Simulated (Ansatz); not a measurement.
Job for Ansatz (a program for electronic structure): U-B2PLYP/def2-TZVPP on CH2S (SMILES C=S), 2S+1 = 1, a spin state set in the input, which need not be the lowest, at the other state's geometry.

Ansatz 0.2 input:
```yaml
crystal:
  periodic: [false, false, false]
  atoms:
    - {symbol: C, position_ang: [-1.02307294, 0.17326508, 0.28816288]}
    - {symbol: S, position_ang: [0.57839963, -0.09253805, -0.15456407]}
    - {symbol: H, position_ang: [-1.56850336, 1.00564459, -0.13742581]}
    - {symbol: H, position_ang: [-1.54745314, -0.56462619, 0.88147361]}
basis:
  gaussian:
    orbitals: def2-TZVPP
hamiltonian:
  xc: {name: B2PLYP}
correlation: {electrons: outside_noble_gas}
magnetization: {spin_polarized: true, initial_magnetization: 0}
```

Program output:

```
Functional definition: B2PLYP
[...]
integrals: 0.06 GiB planned
584 factors; integrals over basis functions are off by at most 8.6e-4 eV
mean field: 0.32 GiB planned
mean field evaluation 1: about -11895.7868 eV, gradient 1.6e1 eV
mean field evaluation 2: about -11895.8545 eV, gradient 1.6e1 eV
mean field evaluation 4: about -11897.0131 eV, gradient 3.0e0 eV
mean field evaluation 8: about -11897.0604 eV, gradient 1.5e-1 eV
mean field evaluation 16: about -11897.0605 eV, gradient 3.5e-5 eV
mean field evaluation 32: about -11897.0279 eV, gradient 4.4e-1 eV
mean field -11897.06054986 eV, -437.2089110902 hartree, gradient 5.1e-6 eV, S^2 0.000000; 4 other end points of the search recorded, 0 dependent functions left out
6 core orbitals not correlated
reference -11897.06066580 eV, -437.2089153507 hartree; 6, 6 occupied and 89, 89 virtual orbitals, 584 factors
second order -11.50350297 eV of doubles, -0.00000000 eV of singles
Total energy: -11900.16661160 eV, -437.3230567537 hartree
```

Self-consistency was reached.

Cost: about 10 core-seconds (a rough figure).
